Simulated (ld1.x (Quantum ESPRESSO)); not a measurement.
Pseudopotential generation for vanadium (V): PAW, PBE, scalar-relativistic.

ld1.x (Quantum ESPRESSO) 7.5 input, shortened:

```
&input
   title='V', zed=23., rel=1, dft='PBE', iswitch=3,
   config='[Ar] 3d2 4s0 4p0 4f-2'
 /
 &inputp
   pseudotype=3, lpaw=.true., tm=.true., lloc=-1, rcloc=2.25,
   nlcc=.true., new_core_ps=.true., rcore=1.75,
   which_augfun='GAUSS', rmatch_augfun=1.50
 /
8
4S  1  0   0.00   0.00  2.55  2.75  0.0
4S  1  0   0.00  -1.70  2.55  2.75  0.0
4P  2  1   0.00   0.00  1.80  2.30  0.0
4P  2  1   0.00   2.10  1.80  2.30  0.0
3D  3  2   2.00   0.00  1.30  1.75  0.0
3D  3  2   0.00  -1.55  1.30  1.75  0.0
4F  4  3  -2.00  -0.10  2.60  2.80  0.0
4F  4  3  -2.00   2.35  2.60  2.80  0.0
 &test
   configts(1)='3d2 4s0 4p0'
 /
```

Results:

| Item | Value |
| --- | --- |
| Cutoffs needed | 30 Ry and 50 Ry (the cutoffs (Ry, on a coarse ladder) from which the occupation-weighted sum of valence levels, in a spherical-Bessel basis at the reference potential, stays within 10 and 1 mRy of its value at 400 Ry) |
| Ghost test | no extra level below or beside the all-electron valence levels (s, p, d, f tested) (spherical-Bessel basis up to 400 Ry, 20 bohr box) |
| Largest excitation error | -647 meV (all-electron minus pseudo) for 3d3.5 4s1.5 4p0, out of 7 test configurations |
| Lowest eigenvalue of the overlap operator | 0.35 (s channel) |

Generation and tests took about 3.1 s on one core of a shared server CPU.
